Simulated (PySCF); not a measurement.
## C4H7OSi: g tensor and hyperfine couplings

C₄H₇OSi (doublet state).
Numbering: `[CH:1]#[C:2][Si@H:3]([OH:4])[CH:5][CH3:6]` (hydrogens: H7 on C1; H8 on Si3; H9 on O4; H10 on C5; H11, H12, H13 on C6)

Geometry (GFN2-xTB, Å), atoms numbered from 1 in this order:
```
atom  x, y, z in Å
C1     3.227    0.145    0.710
C2     2.061   -0.128    0.806
Si3    0.257   -0.554    0.970
O4    -0.082   -1.999    0.287
C5    -0.684    0.824    0.161
C6    -1.917    0.644   -0.633
H7     4.248    0.385    0.625
H8    -0.076   -0.845    2.365
H9     0.089   -2.164   -0.636
H10   -0.389    1.851    0.323
H11   -1.795    1.059   -1.639
H12   -2.190   -0.405   -0.719
H13   -2.753    1.188   -0.181
```

The hyperfine couplings belong to this conformer and change with its torsions.

Theory: UKS B3LYP, pcH-1 on C H O Si, non-relativistic, mean-field spin-orbit, GIAO in PySCF. One conformer (not necessarily the lowest) at the GFN2-xTB geometry, without solvent, vibrations or thermal averaging. Couplings are sensitive to structure, and on GFN2-xTB geometries they can be far from those on DFT ones. The SCF solution wasn't tested for stability.

```json
{"g1, g2, g3": "2.00222, 2.00264, 2.00301", "g_iso": "2.00262", "Form of g": "rhombic: the two nearest values differ by 47 % of g3 − g1", "⟨S²⟩": "0.7534 (exact 0.7500)"}
```

Isotropic coupling and dipolar principal values T1 to T3, in MHz; ρ(0) is the spin density at the nucleus:

```tsv
atom	isotope	a_iso	of which spin–orbit	T1	T2	T3	Mulliken spin population	ρ(0) (bohr⁻³)
C1	13C	2.0	0.0	-1.4	-0.1	1.5	0.01	0.0017
C2	13C	19.9	0.0	-1.5	-0.9	2.5	0.00	0.0177
Si3	29Si	49.8	-0.1	-2.1	-0.9	3.0	0.00	-0.0561
O4	17O	-1.7	0.0	-1.9	0.7	1.2	0.00	0.0028
C5	13C	81.2	-0.1	-74.6	-73.6	148.2	0.99	0.0723
C6	13C	-30.6	0.0	-3.2	0.8	2.3	-0.08	-0.0272
H7	1H	-0.3	0.0	-1.0	-0.6	1.6	0.00	-0.0001
H8	1H	61.3	0.0	-3.6	-1.3	4.8	0.03	0.0137
H9	1H	-0.7	0.0	-2.4	-1.9	4.3	0.00	-0.0001
H10	1H	-55.8	0.0	-35.4	-0.9	36.3	-0.04	-0.0125
H11	1H	118.8	0.0	-5.5	-3.7	9.3	0.04	0.0266
H12	1H	2.1	0.0	-4.5	-3.8	8.3	0.00	0.0005
H13	1H	121.8	0.0	-5.5	-3.1	8.6	0.05	0.0272
```

The Mulliken spin populations are largest on C5 (+0.99) and C6 (-0.08). No atom but C5 exceeds +0.15. The positive populations add up to 1.13 and the negative ones to -0.13, together 2S = 1. The angles at C5 add up to 359.8°, so it is planar; its axial dipolar tensor and the negative coupling of its proton fit spin in a p orbital normal to that plane.

Axes: g2 points within 15° of the C5–C6 bond.

Under fast tumbling the dipolar parts average out, and these isotropic splittings remain: 3 × 1H (H11/H12/H13, I = 1/2, 4 lines) with 2.89 mT, 1 × 1H (H8, I = 1/2, 2 lines) with 2.19 mT and 1 × 1H (H10, I = 1/2, 2 lines) with 1.99 mT.

Class means assume fast exchange of nuclei equivalent by connectivity; if that motion is slow, each nucleus keeps its own coupling. The three 1H nuclei of mean +80.9 MHz run from 2.1 to 121.8 MHz in the frozen geometry.

The 13C coupling of C5 (81.2 MHz) shows only in satellite lines or after enrichment, since that isotope makes up about 1.07 % of natural carbon.

The 29Si coupling of Si3 (49.8 MHz) shows only in satellite lines or after enrichment, since that isotope makes up about 4.7 % of natural silicon.

Examples of negative spin density at the nucleus (bohr⁻³): Si3 (-0.0561), C6 (-0.0272) and H10 (-0.0125).

On one thread of an Arm Neoverse V1, no GPU, shared host with 32 logical CPUs at a one-minute load of 22, this took 48 s wall (with the writing of density and orbital grids) and 0.87 GiB of memory at its peak.
